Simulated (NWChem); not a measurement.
Molecule: SbHOCl2; SMILES [OH][Sb]([Cl])[Cl]

```xyz
5

Sb     0.4479    -0.3189     0.0000
Cl    -1.1059     0.0540     1.7935
Cl    -1.1059     0.0540    -1.7935
O      1.3387     1.4638     0.0000
H      0.6830     2.1919     0.0000
```
Atoms are numbered in this order, from 1.

Computed with NWChem. Structure relaxed at the PBE-D3(BJ)/def2-SVP level. def2 effective core potentials on Sb; no spin-orbit coupling. B3LYP is NWChem's, with the RPA form of VWN correlation. Static field.

For level B3LYP/def2-SVPD:

```yaml
isotropic polarisability (bohr³): 76.0
```

**Question.** How do the values read with level PBE/def2-SVPD instead?

**Answer.** 
- isotropic polarisability (bohr³): 78.1
